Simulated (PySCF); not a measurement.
# Simulated characterisation data

- shieldings: GIAO PBE0/pcSseg-1
- coordinates at the PBE0-D3(BJ)/def2-SVP level
- J: B3LYP/pcJ-1
- run in PySCF 2.14.0 with density-fitted response routines
- relativity neglected, gas phase, a single conformation, rapidly exchanging positions averaged

Shifts are taken against calculated references (same method and geometry level): ¹H and ¹³C against TMS. Multiplet labels drop J under 1 Hz and among equivalent protons, and merge close values. Unscaled 3J(H,H) run several per cent high. Splittings of carbon signals by F and P are missing where no couplings were computed. Where no couplings were computed, multiplicities follow the n + 1 count of equivalent neighbours, and m marks all less simple cases (inequivalent or close neighbours, rings, F or P nearby). One-bond C–F couplings are unscaled and too large by tens of Hz. Shifts are as computed. Against solution values, carbons near 30 ppm lie about +2 ppm off and those near 130 ppm about +5 ppm. Of 1211 compounds with measured shifts, 218 miss one by over three times the rms of a fit or turn the order of signals round; such compounds aren't used in these exercises.

Compound 1 (C$_{7}$H$_{8}$FNSi). ¹H NMR (400 MHz, computed): δ 6.20 (m, 1H), 6.08 (m, 1H), 5.74 (m, 1H), 4.95 (m, 1H), 2.48 (d, 1H), 0.63 (d, 3H). ¹³C{¹H} NMR (computed): δ 158.6, 118.0, 115.3, 105.7, 93.3, 86.0, -0.9. Structure: SMILES C#C[Si@H](C)n1cccc1F.

Compound 2 (C$_{2}$H$_{2}$F$_{2}$). ¹H NMR (400 MHz, computed): δ 6.20 (m, 2H). ¹³C{¹H} NMR (computed): δ 143.8 (CH, m). Structure: cis-1,2-difluoroethene.
